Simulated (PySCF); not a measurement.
disiloxane (H6OSi2), SMILES [SiH3]O[SiH3]. Heavy atoms are numbered as in [SiH3:1][O:2][SiH3:3]. Hydrogens are named by the atom that carries them.

Geometry: PBE0-D3(BJ)/def2-SVP.

Computed with B3LYP/pcSseg-1 (PySCF).

GIAO shieldings, no solvent; atoms alike by connectivity are averaged. δ = σ(ref) − σ: ²⁹Si against TMS (σ = 338.7 ppm); ¹⁷O against H2O (σ = 333.8 ppm); ¹H against TMS (σ = 31.68 ppm), references at their B3LYP-D3(BJ)/def2-TZVP geometries, non-relativistic.

```
nucleus       atoms  count  δ (ppm)
-------  ----------  -----  -------
²⁹Si     Si1 (SiH3)      2    -42.2
¹⁷O              O2      1     -0.6
¹H         H on Si1      6     5.21
```
